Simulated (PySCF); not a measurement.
**Computed structure and properties of [HfOCl]+**

System: [HfOCl]+ (singlet); start: template (Cs). Method: PySCF 2.14.0, RKS PBE0, Hf def2-SVP with ECP60, O def2-SVP, Cl def2-SVP; non-relativistic Hamiltonian with scalar-relativistic core potentials where named; density fitting; no spin-orbit coupling.

Input of the relaxation:

```python
mol = gto.M(atom='''
Hf     0.22452     0.00000    -0.19177
O      1.69702     0.00000     0.46723
Cl    -1.93158     0.00000     0.77313''',
    basis={'Hf': 'def2-SVP', 'O': 'def2-SVP', 'Cl': 'def2-SVP'},
    ecp={'Hf': 'def2-SVP'},
    charge=1, spin=0)
mf = dft.RKS(mol, xc='PBE0')
mf.grids.atom_grid = (50, 194)
mf = mf.density_fit()  # fitting sets: Hf def2-universal-JKFIT, O def2-universal-JKFIT, Cl def2-universal-JKFIT
mf.conv_tol = 1e-08; mf.max_cycle = 55
mf.kernel(dm0)  # dm0: converged density of the start geometry
# quasi-Newton relaxation in Cartesian coordinates to a largest gradient under 0.00045 Eh/bohr, steps kept in the point group
```

Run from Python with OMP_NUM_THREADS=2; the lines above give its settings. Where DIIS fails, smearing, a level shift and second-order steps follow.
It took 8.2 s on 2 threads of Arm Neoverse V1, with other jobs on the host, from the converged density of the start.

Course of the relaxation:

```
step  energy above end (eV)  largest force component within the symmetry (eV/Å)
   0                 0.7689                                               6.846
   1                 0.3079                                               2.720
   2                 0.1489                                               1.674
   3                 0.0104                                               0.479
   4                 0.0003                                               0.123
   5                 0.0000                                               0.014
   6                 0.0000                                               0.012
```

Relaxed geometry (Cs):

```xyz
3

Hf    0.1830    0.0000   -0.4514
O     1.4965    0.0000    0.6426
Cl   -1.6895    0.0000    0.8574
```

| contact | Å |
| --- | --- |
| Hf1–O2 (O) | 1.709 |
| Hf1–Cl3 (Cl) | 2.285 |

On the finer grid (75, 302):

| Quantity | Value |
| --- | --- |
| HOMO | -14.24 eV |
| LUMO | -9.34 eV |
| Dipole about the centre of mass | 6.14 D |
| Set of Mulliken populations of Hf1 outside the core potential | s 2.26, p 6.16, d 2.16, f 0.13 |
| D3(BJ) dispersion energy (not in the energies) | -0.060 eV |

| atom | Mulliken (e) | Löwdin (e) | spin (e) |
| --- | --- | --- | --- |
| Hf1 | 1.29 | 0.75 | 0.00 |
| O2 | -0.19 | -0.03 | 0.00 |
| Cl3 | -0.10 | 0.28 | 0.00 |

On the grid (50, 194), as all that follows. Harmonic modes: a minimum; lowest 196 cm⁻¹ (negative: unstable), highest 1018 cm⁻¹, zero-point energy 0.102 eV.

Rigid scan of O along the line from its metal:

```json
{"distance to O2 (Å)": "1.41", "energy (eV)": "4.197"}
{"distance to O2 (Å)": "1.51", "energy (eV)": "1.563"}
{"distance to O2 (Å)": "1.61", "energy (eV)": "0.329"}
{"distance to O2 (Å)": "1.71", "energy (eV)": "0.000"}
{"distance to O2 (Å)": "1.81", "energy (eV)": "0.241"}
{"distance to O2 (Å)": "1.91", "energy (eV)": "0.825"}
{"distance to O2 (Å)": "2.01", "energy (eV)": "1.600"}
{"distance to O2 (Å)": "2.16", "energy (eV)": "2.913"}
```

Taking off one Cl (charge -1, singlet; the rest: singlet) in vacuum, both parts rigid, costs 16.37 eV; the small basis without counterpoise inflates it. Most of it is the attraction of opposite charges; other ways to part are cheaper, and one spin state was tried for the rest.

Rigid scan of Cl along the line from its metal:

```tsv
distance to Cl3 (Å)	energy (eV)
1.98	1.360
2.08	0.520
2.18	0.113
2.28	0.000
2.38	0.085
2.48	0.300
2.68	0.940
2.98	2.065
3.38	3.412
3.88	4.592
```

One start shape was tried, so this needn't be the lowest isomer.
